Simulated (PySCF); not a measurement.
# Mayer bond orders and bond lengths

Compound: C₆H₄Se.
SMILES with atom numbers: `[CH:1]#[C:2][c:3]1[cH:4][cH:5][cH:6][se:7]1` (hydrogens: H8 on C1; H9 on C4; H10 on C5; H11 on C6)

Cartesian coordinates in Å at the PBE0-D3(BJ)/def2-SVP level; atoms count from 1:
```xyz
11
C6H4Se angstrom
C      3.114    0.608    0.119
C      1.911    0.452    0.047
C      0.512    0.288   -0.036
C     -0.202   -0.883   -0.168
C     -1.613   -0.724   -0.224
C     -2.048    0.570   -0.138
Se    -0.645    1.762    0.030
H      4.178    0.742    0.182
H      0.298   -1.851   -0.224
H     -2.300   -1.567   -0.328
H     -3.080    0.921   -0.160
```

Bond orders from the PBE0/pcSseg-1 density (PySCF). Isolated species at its PBE0-D3(BJ)/def2-SVP geometry, gas phase. The calculation is non-relativistic, for selenium too.

Where do the orders between heavy atoms depart from those drawn in the SMILES?

The largest departure is 0.728, at C1–C2 (drawn triple, 2.272), counting aromatic bonds as 1.5. Drawn double or triple, more than 0.30 short of the drawn order: C1–C2 (2.272). The bonds drawn aromatic range from 1.19 to 1.55.

Set the Mayer orders of the bonds beside their lengths.

```csv
bond,drawn as,length (Å),Mayer order
C1–C2,triple,1.215,2.272
C2–C3,single,1.411,0.916
C3–C4,aromatic,1.378,1.513
C4–C5,aromatic,1.421,1.280
C5–C6,aromatic,1.368,1.550
C6–Se7,aromatic,1.849,1.200
Se7–C3,aromatic,1.875,1.186
C1–H8,single,1.074,1.135
C4–H9,single,1.091,0.980
C5–H10,single,1.092,0.964
C6–H11,single,1.090,0.953
```

By pair of heavy elements: C–C: lowest C2–C3 (0.916, 1.411 Å), highest C1–C2 (2.272, 1.215 Å); in 1 of the 10 pairs the longer bond (by over 0.003 Å) has the higher order (by 0.02 or more). C–Se: all 2 within 0.02 of one another (1.186 to 1.200).

Sum the orders of all bonds at each heavy atom with more than one neighbour and set the sums beside the valence in the SMILES.

C1 3.407 (drawn 4), C2 3.188 (drawn 4), C3 3.615 (drawn 4), C4 3.773 (drawn 4), C5 3.794 (drawn 4), C6 3.703 (drawn 4), Se7 2.386 (drawn 2). Orders between atoms that aren't bonded are not in these sums.

Mayer orders depend on the basis set.
